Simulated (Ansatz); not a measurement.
```yaml
crystal:
  periodic: [false, false, false]
  atoms:
    - {symbol: C, position_ang: [-2.331434, -1.409774, -0.318799]}
    - {symbol: C, position_ang: [-1.309763, -0.725598, -1.218581]}
    - {symbol: C, position_ang: [-1.975070, 0.316657, -2.107640]}
    - {symbol: In, position_ang: [0.318156, 0.144532, -0.024877]}
    - {symbol: C, position_ang: [-0.109568, 1.705560, 1.459197]}
    - {symbol: C, position_ang: [-1.456027, 2.384743, 1.261269]}
    - {symbol: C, position_ang: [0.012121, 1.117665, 2.861321]}
    - {symbol: C, position_ang: [2.341442, -0.664869, -0.292639]}
    - {symbol: C, position_ang: [2.828828, -0.420135, -1.714666]}
    - {symbol: C, position_ang: [2.365676, -2.150369, 0.042818]}
    - {symbol: H, position_ang: [-2.801227, -0.703098, 0.373137]}
    - {symbol: H, position_ang: [-1.891880, -2.211870, 0.281944]}
    - {symbol: H, position_ang: [-3.142527, -1.858680, -0.909152]}
    - {symbol: H, position_ang: [-0.847591, -1.485141, -1.858563]}
    - {symbol: H, position_ang: [-2.429418, 1.120381, -1.519822]}
    - {symbol: H, position_ang: [-1.273771, 0.780033, -2.808180]}
    - {symbol: H, position_ang: [-2.779989, -0.130270, -2.707868]}
    - {symbol: H, position_ang: [0.683374, 2.452321, 1.334905]}
    - {symbol: H, position_ang: [-1.537473, 2.872917, 0.286462]}
    - {symbol: H, position_ang: [-2.284048, 1.672841, 1.336355]}
    - {symbol: H, position_ang: [-1.629571, 3.154539, 2.026170]}
    - {symbol: H, position_ang: [0.996147, 0.676605, 3.046268]}
    - {symbol: H, position_ang: [-0.147120, 1.887464, 3.628816]}
    - {symbol: H, position_ang: [-0.736536, 0.338837, 3.043443]}
    - {symbol: H, position_ang: [3.001313, -0.135234, 0.402293]}
    - {symbol: H, position_ang: [2.171606, -0.890032, -2.454452]}
    - {symbol: H, position_ang: [2.889678, 0.644397, -1.960732]}
    - {symbol: H, position_ang: [3.831004, -0.843480, -1.869910]}
    - {symbol: H, position_ang: [1.680017, -2.720340, -0.593579]}
    - {symbol: H, position_ang: [3.366734, -2.576709, -0.111675]}
    - {symbol: H, position_ang: [2.089214, -2.350893, 1.082436]}
basis:
  gaussian: {orbitals: LANL2DZ}
total_charge: 1
magnetization: {spin_polarized: true, initial_magnetization: 1}
hamiltonian: {xc: {name: wB97}}
```

```sh
$ ansatz run in.yaml --threads 11 --pin off --events-out ev --progress --plain --max-ram 174080MiB --backend cpu
```

Output, abridged:

```
Error: <dir> can't be read: No such file or directory (os error 2)
```
